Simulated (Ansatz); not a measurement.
Diborane 1,1-di Cl (B2H4Cl2): single points at one geometry.

```yaml
crystal:
  periodic: [false, false, false]
  atoms:
    - {symbol: B, position_ang: [0.504832, 0.353306, -0.531600]}
    - {symbol: Cl, position_ang: [2.248416, 0.084259, -0.425824]}
    - {symbol: Cl, position_ang: [-0.127375, 1.400408, -1.807319]}
    - {symbol: H, position_ang: [-0.159463, -0.842794, -0.528409]}
    - {symbol: B, position_ang: [-0.595125, -0.416573, 0.626477]}
    - {symbol: H, position_ang: [-1.770107, -0.199325, 0.508841]}
    - {symbol: H, position_ang: [-0.112335, -1.117889, 1.473054]}
    - {symbol: H, position_ang: [0.011167, 0.738618, 0.684781]}
basis:
  gaussian: {orbitals: def2-TZVP, initial_orbitals: start.molden}
hamiltonian: {xc: {name: revPBE}, dispersion: d4}
scf: {omitted_lower_state_checks: [starts]}
output: {orbitals: {seedname: orbitals}}
```

The file start.molden holds the orbitals of an earlier run on this structure, at another level or in another basis.

```sh
$ ansatz run in.yaml --threads 4 --pin off --events-out ev --progress --plain --max-ram 3916MiB
```

It prints (some lines left out):

```
Functional definition: revPBE
1026 factors; their error is unknown
mean field evaluation 1: about -26460.9686 eV, gradient 1.1e1 eV
mean field evaluation 2: about -26461.0287 eV, gradient 9.6e-2 eV
mean field evaluation 4: about -26461.0254 eV, gradient 1.6e-4 eV
mean field -26461.02537019 eV, -972.4247464272 hartree, gradient 2.1e-5 eV, S^2 0.000000; 0 other end points of the search recorded, 0 dependent functions left out
reference -26461.02542223 eV, -972.4247483399 hartree; 24, 24 occupied and 136, 136 virtual orbitals, 1026 factors
Total energy: -26461.56279921 eV, -972.4444965796 hartree
Checks for a lower state left out: starts
```

Hardware: 4 threads of Intel Xeon on a shared host. Wall time 3.8 s.

The first input with `hamiltonian: {xc: {name: r2SCANh}, dispersion: d4}` (abridged; 7.5 s):

```
Functional definition: r2SCANh
mean field -26463.35344775 eV, -972.5103016995 hartree, gradient 7.9e-6 eV, S^2 0.000000
Total energy: -26463.39691796 eV, -972.5118992002 hartree
Checks for a lower state left out: starts
```

As the first input, with `gaussian: {orbitals: def2-SVP, initial_orbitals: start.molden}`, `hamiltonian: {xc: pbe, dispersion: d4}` (abridged; 1.9 s):

```
Functional definition: PBE
mean field -26443.14133767 eV, -971.7675203545 hartree, gradient 1.4e-5 eV, S^2 0.000000
Total energy: -26443.31721019 eV, -971.7739835504 hartree
Checks for a lower state left out: starts
```

Geometry: PBE0-D4/def2-SVP.
